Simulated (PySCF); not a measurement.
Geometries of 2 isomers of C3H8O2SSi, from PySCF 2.14.0, PBE0-D3(BJ)/def2-SVP geometry optimisation, gas phase. One conformer each, no zero-point energy, no frequencies.

Question: Which is lower in electronic energy at this level?
A.
```xyz
15
angstrom
C     -3.545   -0.188    0.537
S     -1.981    0.709    0.809
Si    -0.699   -0.648   -0.221
O      0.804    0.167   -0.108
C      1.841   -0.449   -0.693
C      3.125    0.306   -0.555
O      1.700   -1.502   -1.263
H     -4.338    0.422    0.989
H     -3.541   -1.172    1.028
H     -3.765   -0.307   -0.534
H     -1.123   -0.802   -1.638
H     -0.628   -1.966    0.466
H      3.341    0.477    0.509
H      3.019    1.296   -1.024
H      3.941   -0.252   -1.027
```
B.
```xyz
15
angstrom
C      2.481    1.488    0.758
O      1.670    0.366    1.086
C      0.732    0.037    0.193
O      0.564    0.639   -0.840
Si    -0.363   -1.462    0.708
S     -2.390   -0.806    0.739
C     -2.605   -0.355   -1.018
H      1.866    2.394    0.652
H      3.192    1.604    1.584
H      3.015    1.319   -0.188
H     -0.129   -2.520   -0.320
H     -0.037   -1.950    2.076
H     -3.556    0.191   -1.082
H     -1.787    0.293   -1.360
H     -2.664   -1.255   -1.647
```

Answer: A. That is `CS[SiH2]OC(C)=O`, 34.4 kcal/mol below the other.

| SMILES | atoms numbered as above | E (Eh) | relative (kcal/mol) | relative (kJ/mol) | dipole (D) |
| --- | --- | --- | --- | --- | --- |
| CS[SiH2]OC(C)=O | [CH3:1][S:2][SiH2:3][O:4][C:5]([CH3:6])=[O:7] | -956.37656 | 0.0 | 0.0 | 0.78 |
| COC(=O)[SiH2]SC | [CH3:1][O:2][C:3](=[O:4])[SiH2:5][S:6][CH3:7] | -956.32173 | 34.4 | 144.0 | 1.37 |

As drawn, the lower has an Si–O bond, which the higher lacks; the higher has an Si–C bond, which the lower lacks.
